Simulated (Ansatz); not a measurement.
System: AgI, charge 0, multiplicity 3. The spin state was set by rule; other spins were not relaxed. 
Geometry from a B3LYP-D3(BJ)/def2-TZVP (Ansatz, a quantum-chemistry and plane-wave program) optimisation:
```xyz
2

Ag     0.0000     0.0000    -1.7858
I      0.0000     0.0000     1.5836
```
Charge 0, spin multiplicity 3.

Parts of the frozen-core correlation energy in STO-3G (Ansatz, hartree). Frozen orbitals: 41; correlated occupied orbitals by spin: 10 and 8; virtual: 3 and 5. Open shells are spin-unrestricted. Spin-orbit coupling is left out. In def2 rows, elements after Kr have scalar-relativistic effective core potentials. STO-3G rows are all-electron and non-relativistic.

```tsv
term	value
reference (HF)	-11997.27290
MP2 opposite-spin	[?]
MP2 same-spin	-0.00081
CCSD correlation	[?]
(T)	[?]
T1 diagnostic	0.024
largest doubles amplitude	0.144
<S^2> of the reference	2.042
```

**Question.** Fill in the missing entries.

**Answer.** 
- MP2 opposite-spin, value: -0.01099
- CCSD correlation, value: -0.02331
- (T), value: -0.00076
